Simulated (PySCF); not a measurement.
Job for PySCF: R-B3LYP/LANL2DZ on GaH4N (SMILES [NH2][GaH2]), a point of a torsion scan.

```python
from pyscf import gto, scf, dft, mp
from pyscf.data.elements import chemcore

mol = gto.M(
    atom='''
    N    -1.01863298    0.01939112   -0.21459618
    Ga    0.78780907    0.31999959   -0.19992351
    H    -1.66960336    0.73085272    0.10283361
    H    -1.40315771   -0.87281697    0.08442662
    H     1.74953922   -0.00140638    0.99471559
    H     1.40084946    0.97391817   -1.46885720
    ''',
    basis='lanl2dz',
    ecp={'Ga': 'lanl2dz'},
    charge=0, spin=0, verbose=3, max_memory=1800)
mf = dft.RKS(mol, xc='b3lyp')
mf.conv_tol = 1e-8
mf.max_cycle = 100
mf.kernel()
if not mf.converged:
    mf = mf.newton().run(mf.mo_coeff, mf.mo_occ)
```

It printed:

```
converged SCF energy = -59.2032597843479
```

The run converged.

Cost: very roughly 4 core-seconds.
